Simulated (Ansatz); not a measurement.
The first iterations of a band of C₂H₃NOTe (8 atoms, charge 0, multiplicity 1).

The calculation used Ansatz, UKS PBE-D4/def2-SVP.

```json
{"movable images": "9", "climbing image": "yes", "spring": "5.0 eV/Å²", "optimiser": "quadratic models (default)", "start path": "through a guess of the saddle point", "force threshold": "0.2 eV/Å", "iteration limit": "60", "end points": "relaxed"}
```

Image 0:

```xyz
8
Properties=species:S:1:pos:R:3
N -0.554 1.454 1.439
C -0.261 0.668 0.503
O 0.318 -0.547 0.694
C 0.489 -1.136 -0.598
Te -0.376 0.544 -1.720
H -0.985 2.333 1.136
H 1.561 -1.304 -0.820
H -0.099 -2.070 -0.690
```

Image 10:

```xyz
8
Properties=species:S:1:pos:R:3
N -0.754 1.076 1.339
C -0.202 0.609 0.308
O 0.351 -0.717 0.398
C 0.394 -1.291 -1.234
Te 0.176 0.929 -1.760
H -1.160 2.010 1.199
H 1.519 -1.389 -1.265
H -0.232 -1.284 0.958
```

| iteration | highest image above the first end (eV) | largest band force component (eV/Å) |
| --- | --- | --- |
| 1 | 4.607 | 6.056 |
| 2 | 3.994 | 3.712 |
| 3 | 3.888 | 1.239 |

**Question.** Does the band converge within its limit, and where does its top end?

**Answer.** The forces met the threshold. It ended after 9 iterations with the highest image 3.758 eV above the first end. The threshold of 0.2 eV/Å is loose, so the images may lie well off the minimum-energy path. Neighbouring images differ by up to 1.2 eV, so the band resolves the path poorly. The order of the stationary point at the top wasn't checked. The orbitals stay closed-shell, which can raise the energy where a bond breaks towards radicals; this wasn't checked here.

Time of the run: 4.6 min on 2 threads of Arm Neoverse V1 (shared host), peak memory 0.16 GiB.
